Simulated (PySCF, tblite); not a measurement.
Isomers of [C8H10OP]- (charge -1), one GFN2-xTB conformer each. Single-point energies are computed at PBE0/pcSseg-1 (PySCF, gas phase, no added dispersion term), electronic only.

```tsv
SMILES	GFN2-xTB relative energy (kJ/mol)
C=Cc1c[p-]c(OC)c1C	0.0
COc1ccc([P-]C)cc1	0.8
C=Cc1[p-]cc(OC)c1C	9.4
```

Conformers: `[CH2:1]=[CH:2][c:3]1[cH:4][p-:5][c:6]([O:7][CH3:8])[c:9]1[CH3:10]` (charge -1) with C1–C2–C3–C4 0°, P5–C6–O7–C8 0°; `[CH3:1][O:2][c:3]1[cH:4][cH:5][c:6]([P-:7][CH3:8])[cH:9][cH:10]1` (charge -1) with C1–O2–C3–C4 180°, C5–C6–P7–C8 0°; `[CH2:1]=[CH:2][c:3]1[p-:4][cH:5][c:6]([O:7][CH3:8])[c:9]1[CH3:10]` (charge -1) with C1–C2–C3–P4 1°, C5–C6–O7–C8 2°.

Task: What does PBE0/pcSseg-1 give for the same structures?

Result: 
```tsv
SMILES	PBE0/pcSseg-1 E (Eh)	PBE0/pcSseg-1 (kJ/mol)	GFN2-xTB (kJ/mol)	point group
COc1ccc([P-]C)cc1	-726.79720	0.0	0.8	Cs
C=Cc1[p-]cc(OC)c1C	-726.79484	6.2	9.4	–
C=Cc1c[p-]c(OC)c1C	-726.79425	7.8	0.0	Cs
```

GFN2-xTB puts C=Cc1c[p-]c(OC)c1C lowest instead; measured from each level's own lowest isomer, the values differ by up to 7.8 kJ/mol (C=Cc1c[p-]c(OC)c1C: 0.0 against 7.8). Neighbours under 21 kJ/mol apart (COc1ccc([P-]C)cc1 and C=Cc1[p-]cc(OC)c1C; C=Cc1[p-]cc(OC)c1C and C=Cc1c[p-]c(OC)c1C) can change places with a better method, another conformer or zero-point energy.

Task: What happens when harmonic zero-point energies from GFN2-xTB frequencies are added?

Result: 
```
            SMILES  ZPE (kJ/mol)  electronic (kJ/mol)  with ZPE (kJ/mol)
 COc1ccc([P-]C)cc1         406.1                  0.0                0.0
C=Cc1[p-]cc(OC)c1C         403.9                  6.2                4.0
C=Cc1c[p-]c(OC)c1C         404.6                  7.8                6.3
```

The zero-point energies span 2.2 kJ/mol. The order is unchanged.
